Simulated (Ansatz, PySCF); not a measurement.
SnBr2, SMILES [Sn]([Br])[Br] (connectivity only; charge and spin as stated), neutral, multiplicity 1. Atoms are numbered in the order given.

```xyz
3

Sn     0.0000     0.0000     0.9562
Br     0.0000    -1.9370    -0.6830
Br     0.0000     1.9370    -0.6830
```

The structure is a stationary point at PBE0-D3(BJ)/def2-SVP. The isomer is the one that the SMILES or the coordinates give; other isomers of the formula were not compared. The def2 effective core potentials stand for the cores of Sn; spin–orbit coupling is left out.

Two levels are set side by side: PBE-D3(BJ)/def2-SVP (Ansatz, a program for electronic structure) and PBE0-D3(BJ)/def2-SVP (Ansatz). Each level has its own optimised geometry; the coordinates shown are those of the second. Frequencies come from the Hessian of PySCF at each geometry. Differences are taken from unrounded values.

```csv
quantity,PBE0-D3(BJ)
mean bond length (Å),2.537
bond Sn1–Br2 (Å),2.537
bond Sn1–Br3 (Å),2.537
highest harmonic wavenumber (cm⁻¹),248
mean harmonic wavenumber (cm⁻¹),190
zero-point energy (kcal/mol),0.81
```

What does PBE-D3(BJ) give, and how far is it from PBE0-D3(BJ)? (The exact figures need the calculation; the answer reports its results.)


| quantity | PBE-D3(BJ) | PBE-D3(BJ) minus PBE0-D3(BJ) |
|---|---|---|
| mean bond length (Å) | 2.562 | 0.025 |
| bond Sn1–Br2 (Å) | 2.562 | 0.025 |
| bond Sn1–Br3 (Å) | 2.562 | 0.025 |
| highest harmonic wavenumber (cm⁻¹) | 237 | -11 |
| mean harmonic wavenumber (cm⁻¹) | 181 | -9 |
| zero-point energy (kcal/mol) | 0.78 | -0.04 |

GGA bonds tend to be longer and softer than those of functionals with exact exchange. Differences between two approximate levels are no errors against the true value.
